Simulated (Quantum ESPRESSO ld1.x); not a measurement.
Q: The mean radii <r> (bohr) of the occupied orbitals of an atom or ion are listed with their occupations. All-electron calculation, scalar-relativistic Kohn-Sham, exchange-only LDA, spin-polarised, spherical densities, point nucleus. Program: ld1.x of Quantum ESPRESSO 7.5.

| orbital | occ. | <r> |
|---|---|---|
| 1s down | 1 | 0.01900 |
| 1s up | 1 | 0.01900 |
| 2s up | 1 | 0.08042 |
| 2s down | 1 | 0.08042 |
| 2p up | 3 | 0.07175 |
| 2p down | 3 | 0.07175 |
| 3s up | 1 | 0.2089 |
| 3s down | 1 | 0.2089 |
| 3p up | 3 | 0.2087 |
| 3p down | 3 | 0.2087 |
| 3d up | 5 | 0.1891 |
| 3d down | 5 | 0.1891 |
| 4s up | 1 | 0.4685 |
| 4s down | 1 | 0.4685 |
| 4p up | 3 | 0.4980 |
| 4p down | 3 | 0.4980 |
| 4d up | 5 | 0.5356 |
| 4d down | 5 | 0.5355 |
| 5s up | 1 | 1.134 |
| 5s down | 1 | 1.131 |
| 5p up | 3 | 1.339 |
| 5p down | 3 | 1.334 |
| 4f up | 7 | 0.6781 |
| 4f down | 7 | 0.6753 |
| 6s up | 1 | 3.108 |
| 6s down | 1 | 3.171 |
| 5d up | 1 | 2.186 |

Name the element and its charge. Open shells, if any, are filled with parallel spins first.

A: Z = 72, hafnium, charge +1: Hf+ in [Xe] 4f14 5d1 6s2. The 1s radius gives Z: for a bare nucleus <r> = (2 gamma + 1)/(2Z) with gamma = sqrt(1 - (Z/c)^2), 0.01876 bohr for Z = 72, and screening makes it slightly larger (0.01900 here). The occupations add up to 71, and the charge is Z minus that.
